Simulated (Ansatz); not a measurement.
Consider the formal hydrolysis of a B–S bond: `SB(S)Cl` + H₂O → `OB(S)Cl` + H₂S.

Calculated with Ansatz (gas phase, PBE0-D4/def2-TZVP geometries, no zero-point term in ΔE). CBS: MP2 limit from def2 TZ/QZ plus the TZ coupled-cluster correction, frozen cores. This one scheme is used for every species. DFT in def2-TZVPP. HSE06 is defined as in plane-wave codes. Each species was taken in one conformer, which may not be the lowest.

`SB(S)Cl`:

```xyz
6

S     0.839    1.187   -0.232
B    -0.306   -0.133    0.181
S    -0.111   -1.784   -0.496
Cl   -1.665    0.121    1.263
H     0.251    2.140    0.509
H     0.991   -1.531   -1.224
```

H₂O:

Cartesian coordinates in Å:
```
O -0.098 0.346 -0.148
H 0.752 -0.094 -0.207
H -0.654 -0.252 0.355
```

`OB(S)Cl`:

Z-matrix (Å, degrees):
```
B
S 1 1.800
Cl 1 1.770 2 117.6
O 1 1.348 2 121.5 3 180.0
H 2 1.344 1 94.9 3 -180.0
H 4 0.962 1 113.2 2 -180.0
```

H₂S:

Z-matrix (Å, degrees):
```
S
H 1 1.341
H 1 1.341 2 92.3
```

```json
{"species": "`SB(S)Cl`", "HSE06-D4 energy (Eh)": "-1282.30544"}
{"species": "H₂O", "HSE06-D4 energy (Eh)": "-76.37741"}
{"species": "`OB(S)Cl`", "HSE06-D4 energy (Eh)": "-959.44804"}
{"species": "H₂S", "HSE06-D4 energy (Eh)": "-399.25509"}
```

Work out ΔE.

ΔE = (-959.44804) + (-399.25509) − (-1282.30544) − (-76.37741) = -0.02028 Eh = -12.7 kcal/mol. CCSD(T)/CBS gives -12.9 kcal/mol.

Largest T1 diagnostic among the species: 0.013.

From BLYP to BHLYP (50 % exact exchange), in def2-TZVPP and without D4, ΔE moves by −1.4 kcal/mol. In def2-TZVPP, CCSD(T) changes the Hartree–Fock value by +5.0 kcal/mol (the triples alone add +1.0 kcal/mol) and MP2 by +6.7 kcal/mol. Leaving LDA and LC-ωPBE aside and taking each functional with its dispersion term where it has one, the values, not all of them listed here, spread over 5.2 kcal/mol, from CAM-B3LYP-D4 to revPBE-D4. LDA lies −1.0 kcal/mol from PBE without D4.
